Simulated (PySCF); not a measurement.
# Excitation energy of B by level of theory

B [He] 2s2 2p1 (2P) → B [He] 2s2 3s1 (2S), as a difference of total energies. Computed with PySCF 2.14 in aug-cc-pwCVDZ (5s4p2d, 27 functions), with the non-relativistic Hamiltonian (point nucleus). Correlated levels: valence: 1s2 frozen. The calculations carry no spin-orbit coupling.

```
           method  excitation energy (cm⁻¹)
              UHF                     40997
    MP2 (valence)                     40756
SCS-MP2 (valence)                     40566
   CCSD (valence)                     39466
CCSD(T) (valence)                     39528
  CCSDT (valence)                     39541
    FCI (valence)                     39541
```

Errors of the correlated levels include the incompleteness of this basis and the frozen core.

For comparison: 40030 cm⁻¹ (measured; NIST levels, between the centres of gravity of the two terms).
